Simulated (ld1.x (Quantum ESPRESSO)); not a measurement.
**lead, TM: configuration errors across variants**

| Quantity | Value |
| --- | --- |
| Element | Pb (Z = 82) |
| Generator | ld1.x (Quantum ESPRESSO) 7.5 |
| Type | norm-conserving Troullier–Martins (Kleinman–Bylander form) |
| Functional | PBEsol |
| Relativity | scalar-relativistic |
| Frozen core | [Xe] 4f14 |
| Valence charge | 14 |
| Reference configuration | 5d10 6s2 6p1.5 (charge +0.5) |
| Partial waves | 6s (bound): rc 2.10 bohr; 6p (bound): rc 2.20 bohr; 5d (bound): rc 1.40 bohr |
| Local potential | all-electron potential smoothed inside 1.40 bohr (lloc = -1) |
| Core correction | a·sin(br)/r model core, default radius (core density twice the valence density) |

All-electron excitation energies from the reference (eV): (1) 5d10 6s2 6p2 -2.503; (2) 5d10 6s2 6p1 4.095; (3) 5d10 6s2 6p0 17.542; (4) 5d10 6s0 6p0 92.738; (5) 5d10 6s0 6p4 15.403; (6) 5d10 6s2 6p2.3 -3.307; (7) 5d10 6s1 6p0 50.021.

Tests that are not counted but printed errors over 1 eV. “all radii but the core radius scaled by about 1.15 (s 2.42, p 2.54, d 1.62 bohr); local potential all-electron potential smoothed inside 1.62 bohr (lloc = -1)”: 5d10 6s0 6p4 (solver errors, printed error -1542 eV).

A true bound ghost makes a file unfit for plane-wave use even where its test errors are small: the radial tests pick states by their node count and pass the ghost by. Where a test does run into it, the solver fails or the error is huge.

Errors AE − PS in meV (a dash: test not solved or not reliable):

```csv
change,(1),(2),(3),(4),(5),(6),(7),bound ghosts
base,+1.0,-2.1,-13,-107,-20,+1.4,-40,"s, p"
"all radii but the core radius scaled by about 0.85 (s 1.78, p 1.86, d 1.18 bohr); local potential all-electron potential smoothed inside 1.18 bohr (lloc = -1)",+1.3,-1.7,-7.6,-93,-13,+1.9,-26,"s, p"
"all radii but the core radius scaled by about 0.94 (s 1.98, p 2.08, d 1.32 bohr); local potential all-electron potential smoothed inside 1.32 bohr (lloc = -1)",+1.1,-2.0,-12,-107,-15,+1.7,-38,"s, p"
"all radii but the core radius scaled by about 1.06 (s 2.22, p 2.32, d 1.48 bohr); local potential all-electron potential smoothed inside 1.48 bohr (lloc = -1)",+0.8,-2.3,-14,-104,-25,+1.2,-40,"s, p"
"all radii but the core radius scaled by about 1.15 (s 2.42, p 2.54, d 1.62 bohr); local potential all-electron potential smoothed inside 1.62 bohr (lloc = -1)",-0.6,-3.4,-15,-120,–,-2.4,-42,"s, p"
"all radii but the core radius scaled by about 1.28 (s 2.70, p 2.82, d 1.80 bohr); local potential all-electron potential smoothed inside 1.80 bohr (lloc = -1)",+1.7,-1.6,-17,-188,-45,+3.1,-61,s
"all radii but the core radius scaled by about 1.36 (s 2.86, p 3.00, d 1.90 bohr); local potential all-electron potential smoothed inside 1.90 bohr (lloc = -1)",+1.5,-2.0,-21,-254,-69,+2.5,-90,s
```

Task: Give the same row for: all radii but the core radius scaled by about 0.78 (s 1.64, p 1.72, d 1.10 bohr); local potential all-electron potential smoothed inside 1.10 bohr (lloc = -1).

Result: +1.3, -1.4, -3.6, -78, -19, +2.0, -3.9; bound ghosts: s, p.
